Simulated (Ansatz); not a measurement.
This geometry of AlClF₂H₂ (6 atoms, charge 0, multiplicity 1) is a first-order saddle point.

Theory: RKS BLYP/def2-SVP in Ansatz 0.2.0.

```xyz
6
Properties=species:S:1:pos:R:3
Al -0.079 -0.160 0.012
H -0.103 0.103 1.670
F 1.423 0.019 -0.703
Cl -1.829 0.259 -1.081
F -0.141 -1.914 0.835
H -0.131 -1.182 1.609
```

Which two structures does it join? (They come from a converged band through this point; their orientation in space is the band's.)

Bonds broken: Al1–H2, F5–H6. Bonds formed: H2–H6. AlClF2H2 becomes AlClF2 + H2.

Image 0:

```xyz
6
Properties=species:S:1:pos:R:3
Al -0.074 0.043 0.078
H -0.073 0.542 1.590
F 1.403 -0.048 -0.719
Cl -1.820 0.213 -1.116
F -0.169 -1.893 0.786
H -0.126 -1.732 1.724
```

Image 8:

```xyz
6
Properties=species:S:1:pos:R:3
Al -0.079 -0.638 -0.269
H -0.083 0.173 1.864
F 1.403 0.084 -0.519
Cl -1.822 0.332 -0.912
F -0.133 -2.237 0.216
H -0.146 -0.589 1.962
```

How far does it lie above each of them?

5.9 kJ/mol above the first and 114.2 kJ/mol above the second. This is the barrier of this one path; another mechanism may lie lower. The orbitals stay closed-shell, which can raise the energy where a bond breaks towards radicals; this wasn't checked here.

Time of the run: 2.7 min on 1 thread of Arm Neoverse N1, on a shared host, peak memory 0.12 GiB.
